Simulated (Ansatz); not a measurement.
Si$_{2}$H$_{10}$O$_{3}$, singlet: at a first-order saddle point.

The input file, in.yaml:

```yaml
crystal:
  periodic: [false, false, false]
  atoms:
    - {symbol: Si, position_ang: [1.086101, 0.661188, -0.221376]}
    - {symbol: H, position_ang: [0.020784, -0.042922, 0.946411]}
    - {symbol: O, position_ang: [1.070912, -0.807453, -0.984837]}
    - {symbol: Si, position_ang: [0.416411, -2.244586, -0.537988]}
    - {symbol: H, position_ang: [1.803793, 1.408262, -1.319781]}
    - {symbol: H, position_ang: [2.006752, 0.888341, 0.927146]}
    - {symbol: H, position_ang: [-1.300896, 1.538739, 0.218622]}
    - {symbol: O, position_ang: [-0.261095, 1.820128, -0.357234]}
    - {symbol: H, position_ang: [-1.100611, 0.269639, 1.067864]}
    - {symbol: O, position_ang: [-1.994034, 0.887910, 0.910511]}
    - {symbol: H, position_ang: [0.920123, -2.700855, 0.784888]}
    - {symbol: H, position_ang: [-1.068793, -2.166816, -0.479232]}
    - {symbol: H, position_ang: [0.803331, -3.238993, -1.570062]}
    - {symbol: H, position_ang: [-0.209166, 2.393592, -1.126103]}
    - {symbol: H, position_ang: [-2.193712, 1.333926, 1.741170]}
basis:
  gaussian: {orbitals: def2-TZVPP}
hamiltonian: {xc: {name: B97M-V}}
```

Command:

```bash
ansatz run in.yaml --threads 8 --pin off --events-out ev --progress --plain --max-ram 19148MiB
```

What Ansatz 0.2.0 printed:

```
Functional definition: B97M-V
  name "B97M-V"
  cite "Mardirossian & Head-Gordon, J. Chem. Phys. 142, 074111 (2015) doi:10.1063/1.4907719"
  cite "Becke, J. Chem. Phys. 107, 8554 (1997) doi:10.1063/1.475007"
  cite "Vydrov & Van Voorhis, J. Chem. Phys. 133, 244103 (2010) doi:10.1063/1.3521275"
  # Of w^i u^j: cxij and so on, Table III.
  parameter cx00 = 1.000
  parameter cx01 = 1.308
  parameter cx02 = 1.901
  parameter cx10 = 0.416
  parameter cx11 = 3.070
  parameter css00 = 1.000
  parameter css02 = -1.855
  parameter css10 = -5.668
  parameter css32 = -20.497
  parameter css42 = -20.364
  parameter cos00 = 1.000
  parameter cos01 = 1.573
  parameter cos03 = -6.298
  parameter cos10 = 2.535
  parameter cos32 = -6.427
  parameter b = 6.0
  parameter c = 0.01
  gx(w, u) = cx00 + cx01*u + cx02*u^2 + (cx10 + cx11*u)*w
  gss(w, u) = css00 + css02*u^2 + css10*w + (css32*w^3 + css42*w^4)*u^2
  gos(w, u) = cos00 + cos01*u + cos03*u^3 + cos10*w + cos32*w^3*u^2
  exchange = spin_sum(e_x_unif_s*gx(b97_w, b97_u_x))
  correlation = spin_sum(e_c_pw_mod_same_spin*gss(b97_w, b97_u_same))
      + integral(e_c_pw_mod_opposite_spin*gos(b97_w_opposite, b97_u_opposite)) + vv10(b, c)
1619 factors; their error is unknown
mean field evaluation 1: about -22046.6373 eV, gradient 8.4e1 eV
mean field evaluation 2: about -22015.5372 eV, gradient 1.5e2 eV
mean field evaluation 4: about -22057.7749 eV, gradient 1.2e1 eV
mean field evaluation 8: about -22058.0338 eV, gradient 2.1e-1 eV
mean field evaluation 16: about -22057.9956 eV, gradient 1.0e-3 eV
mean field -22057.99560140 eV, -810.6163869051 hartree, gradient 5.2e-5 eV, S^2 0.000000; 0 other end points of the search recorded, 0 dependent functions left out
reference -22057.99567633 eV, -810.6163896586 hartree; 31, 31 occupied and 286, 286 virtual orbitals, 1619 factors
Total energy: -22057.99567633 eV, -810.6163896586 hartree
```

The lines “mean field evaluation” count trial sets of orbitals through the whole run, from several starts and some on an approximate energy, so they need not fall steadily or lie above the final value.

Hardware: 8 CPU threads of an AMD EPYC 7B13, shared host. Wall time 4.8 s; peak host memory 0.64 GiB.
